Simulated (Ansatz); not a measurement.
Ideal-gas functions of B$_{2}$H$_{5}$NSi, SMILES `BN1B[SiH2]1` at 298.15 K and 1 bar, from an Ansatz frequency run at PBE0-D4/def2-TZVP.

Molar mass 68.76 g/mol, point group Cs (symmetry number 1), electronic degeneracy 1, moments of inertia 36.091, 103.994, 134.047 u Å². Harmonic wavenumbers (cm⁻¹, unscaled): 149, 198, 236, 499, 565, 608, 647, 734, 764, 919, 943, 969, 1039, 1080, 1257, 1443, 2231, 2246, 2568, 2658, 2703.

Use S(trans) = R[1.5 ln M + 2.5 ln T − 1.1517]; rotational temperatures θ = 24.2544 K / I; S(rot) = R[ln(√π/σ · √(T³/θAθBθC)) + 1.5]; for each mode x = 1.438777 ν̃/T, S = R[x/(eˣ − 1) − ln(1 − e⁻ˣ)] and H = RT x/(eˣ − 1); 1 cm⁻¹ = 0.0119627 kJ/mol; R = 8.31446 J/(mol·K).

Question: By hand: the entropy, in J/(mol·K).

Answer: Translation 161.6. Rotation: θ = 0.672, 0.2332, 0.1809 K, giving 103.1. Vibration, mode by mode: 11.23, 9.00, 7.67, 2.76, 2.15, 1.82, 1.57, 1.12, 1.00, 0.54, 0.49, 0.44, 0.33, 0.28, 0.14, 0.06, 0.00, 0.00, 0.00, 0.00, 0.00, in all 40.6. Electronic 0.0. Sum 305.3 J/(mol·K).

Question: By hand: H − E and G − E in kJ/mol, counted from the electronic energy.

Answer: Zero-point energy ½ × 24456 × 0.0119627 = 146.3; thermal vibration 7.4; translation, rotation and pV give 4 RT = 9.9. H − E = 163.6 kJ/mol, and G − E = 163.6 − 298.15 × 305.3/1000 = 72.6 kJ/mol.

Vibration gives 13 % of the entropy, 11.2 J/(mol·K) of it from the mode under 150 cm⁻¹: soft modes count most, and the harmonic formula is weakest for them.
